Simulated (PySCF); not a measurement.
Predicted microwave data (PBE0/pcSseg-1 in PySCF (dipole) on a GFN2-xTB geometry, gas phase) for one isomer of C6H12NP:

* Rotational constants: A = 3327, B = 990.5, C = 823.1 MHz
* Dipole components: |μa| = 4.37 D, |μb| = 0.61 D, |μc| = 1.76 D
* Inertial defect: -48.18 u·Å²
* κ: -0.87

Task: Which candidate fits, each taken in the one conformer that was computed?
A. `[CH2:1]=[CH:2][P@@:3]1(=[NH:4])[CH2:5][CH2:6][C@H:7]1[CH3:8]` with C1–C2–P3–N4 7°, C2–P3–C5–C6 88°, P3–C5–C6–C7 18°, C5–C6–C7–C8 -144°, C2–P3–C7–C6 -87°
B. `[CH3:1][CH:2]([CH3:3])[P:4]([CH3:5])[CH2:6][C:7]#[N:8]` with C1–C2–P4–C5 -71°, C2–P4–C6–C7 164°
C. `[CH3:1][P:2]([NH2:3])[C:4]1=[CH:5][CH2:6][CH2:7][CH2:8]1` with C1–P2–N3–H 175° and -67°, C1–P2–C4–C5 -100°, C4–C5–C6–C7 13°, C5–C6–C7–C8 -20°, C6–C7–C8–C4 19°, P2–C4–C8–C7 165°
D. `[CH3:1][CH2:2][CH2:3][PH:4][CH2:5][CH2:6][C:7]#[N:8]` with C1–C2–C3–P4 58°, C2–C3–P4–C5 75°, C3–P4–C5–C6 163°, P4–C5–C6–C7 179°
E. `N=[P@]12CC[C@H](CC1)C2`

Result: B. It is CC(C)P(C)CC#N, an asymmetric top, point group C1. The candidates at the same level (rigid rotor, commonest isotopes):

```csv
SMILES,A (MHz),B (MHz),C (MHz),μa (D),μb (D),μc (D),Δ (u·Å²),point group,rotor
CP(N)C1=CCCC1,3374,1097,956.2,0.28,0.47,0.10,-81.95,C1,asymmetric top
CCCPCCC#N,3635,657.0,613.7,3.49,1.52,0.51,-84.72,C1,near-prolate asymmetric top
CC(C)P(C)CC#N,3327,990.5,823.1,4.37,0.61,1.76,-48.18,C1,asymmetric top
C=C[P@@]1(=N)CC[C@H]1C,2311,1451,1259,2.38,0.75,1.39,-165.82,C1,asymmetric top
N=[P@]12CC[C@H](CC1)C2,2805,1774,1520,3.30,1.16,0.29,-132.51,C1,asymmetric top
```

`N=[P@]12CC[C@H](CC1)C2` has C 85 % too high; `CP(N)C1=CCCC1` has C 16 % too high; `CCCPCCC#N` has B 34 % too low; `C=C[P@@]1(=N)CC[C@H]1C` has C 53 % too high. No structure here is proved a minimum.
